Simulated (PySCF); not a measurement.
## Two-component Hartree-Fock for La³⁺ (lanthanum, charge +3)

Start: [Xe]. Calculated with PySCF 2.14 in x2c-TZVPPall-2c: generalised Hartree-Fock with the X2C-1e Hamiltonian and a Gaussian nucleus; one run each with spin-orbit coupling (SO) switched off, then screened by Boettger's factors.

```tsv
spinor shell	electrons	ε, spin-free (eV)	ε, screened SO (eV)	weight of nominal j (screened SO)	rms radius, screened SO (bohr)
1s1/2	2	-39144.4	-39139.5	1.000	0.0286
2s1/2	2	-6359.6	-6358.1	1.000	0.116
2p1/2	2	-5695.4	-5984.2	1.000	0.100
2p3/2	4	-5695.4	-5567.6	1.000	0.106
3s1/2	2	-1424.6	-1424.2	1.000	0.303
3p1/2	2	-1207.7	-1265.3	1.000	0.295
3p3/2	4	-1207.7	-1181.9	1.000	0.308
3d3/2	4	-895.94	-906.25	1.000	0.279
3d5/2	6	-895.94	-888.62	1.000	0.283
4s1/2	2	-325.67	-325.53	1.000	0.694
4p1/2	2	-252.23	-264.56	1.000	0.719
4p3/2	4	-252.23	-246.67	1.000	0.745
4d3/2	4	-142.54	-144.37	1.000	0.820
4d5/2	6	-142.54	-141.20	1.000	0.830
5s1/2	2	-71.708	-71.685	1.000	1.65
5p1/2	2	-50.454	-52.407	1.000	1.83
5p3/2	4	-50.454	-49.569	1.000	1.89
```

```tsv
quantity	spin-free	screened SO
E (hartree)	-8486.46755	-8489.91327
M_J	0	0
⟨J²⟩	0.000	0.000
⟨L²⟩	0.000	0.037
⟨S²⟩	0.000	0.037
```

Breit and QED terms are absent; they matter most for the inner s and p1/2 levels.

Densities and radii are taken from the X2C orbitals without a picture-change correction, which distorts them close to the nucleus.

Without spin-orbit coupling the j labels of p, d and f shells carry no meaning; the spin-free column gives the mean over the occupied spinors of each nl shell.
